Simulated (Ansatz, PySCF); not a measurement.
ClMg, charge +1. Atoms are numbered in the order given.

```xyz
2

Mg     0.0000     0.0000    -1.2357
Cl     0.0000     0.0000     0.8723
```
Charge +1, spin multiplicity 1.

Coordinates come from a PBE0-D3(BJ)/def2-TZVPD optimisation. The spin state was assumed, not searched.

Vertical ionisation energy (IE) and electron affinity (EA) in eV. Rows of orbital energies are one-electron estimates. Where ΔSCF, EOM or ADC give a negative EA the extra electron is unbound and the value depends on the basis.

| level | IE | EA |
|---|---|---|
| −ε(HOMO), −ε(LUMO), M06-2X/def2-TZVPD (PySCF) | 15.18 | 8.78 |
| −ε(HOMO), −ε(LUMO), HF/def2-TZVPD (PySCF) | 16.94 | 7.22 |
| −ε(HOMO), −ε(LUMO), PBE/def2-TZVPD (PySCF) | 12.69 | 10.38 |
| ΔSCF, CAM-B3LYP/def2-TZVPD (Ansatz), final states of multiplicity 2 and 2 | 16.73 | 7.86 |
| ΔSCF, PBE/def2-TZVPD (Ansatz), final states of multiplicity 2 and 2 | 16.80 | 7.71 |

### Question
What vertical singlet–triplet gap does ΔSCF give with CAM-B3LYP/def2-TZVPD (Ansatz, a quantum-chemistry and plane-wave program) and with PBE/def2-TZVPD (Ansatz)? (Estimate from the structure and the level; the computed values follow.)

### Answer
3.40 and 3.56 eV (triplet above singlet where positive).
